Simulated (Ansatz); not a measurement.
The same protonation along the group Cl, Br, I.

Gas-phase electronic energies from Ansatz, PBE0-D4/def2-TZVP geometries. CBS: MP2 limit from def2 TZ/QZ plus the TZ coupled-cluster correction, frozen cores. Small cases extrapolate CCSD(T) itself. Functionals use def2-TZVPP. No spin–orbit coupling; open shells (•) take unrestricted orbitals. def2 core potentials past Kr. Bonds to Br, I are less sure, by a few kJ/mol each and by 10 to 20 or more in all where they break to atoms, as the def2 sets lack core-valence functions. Scalar relativity is left out up to krypton.

```
            reaction  PBE-D4 (eV)  ωB97M-V (eV)
Cl• + H⁺ → `[ClH+]`•        -5.55         -5.41
Br• + H⁺ → `[BrH+]`•        -5.95         -5.76
  I• + H⁺ → `[IH+]`•        -6.53         -6.31
```

Give the CCSD(T)/CBS values in the same order. (An estimate is asked.)

Ansatz gave: -5.44, -5.85, -6.43 eV.

Largest T1 diagnostic: 0.009, for `[ClH+]`•.

Extrapolated directly: Cl• + H⁺ → `[ClH+]`•.
